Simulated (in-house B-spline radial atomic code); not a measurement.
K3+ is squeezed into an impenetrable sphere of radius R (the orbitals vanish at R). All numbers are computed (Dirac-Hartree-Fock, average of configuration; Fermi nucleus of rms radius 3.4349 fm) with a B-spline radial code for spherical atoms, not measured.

Energies in eV above the free ion in [Ne] 3s2 3p4:

```csv
R (bohr),highest level (eV),[Ne] 3s2 3p4,[Ne] 3s2 3p3 3d1,[Ne] 3s1 3p5
8.31,-62.4,0,26.19,21.13
5.97,-62.4,0.000127,26.2,21.13
4.67,-62.4,0.01315,26.27,21.15
4.46,-62.4,0.02716,26.32,21.17
3.48,-61.9,0.7107,27.57,21.97
2.99,-60.7,3.337,30.99,24.91
2.67,-58.5,8.879,37.36,30.95
2.36,-54,22.46,51.94,45.4
1.81,-30.5,114.1,144.1,140
1.22,90.6,712.6,715.9,738.2
```

(1) Does [Ne] 3s2 3p3 3d1 fall below [Ne] 3s2 3p4 under compression?

(2) Does [Ne] 3s1 3p5 fall below [Ne] 3s2 3p4 under compression?

The highest level is first positive in the row R = 1.22 bohr, pushed up by confinement above the zero of the free ion's potential. Each configuration is held fixed and needn't be the lowest in the sphere.

## Answers

(1) No, it stays above over the whole range.

(2) No, it stays above over the whole range.
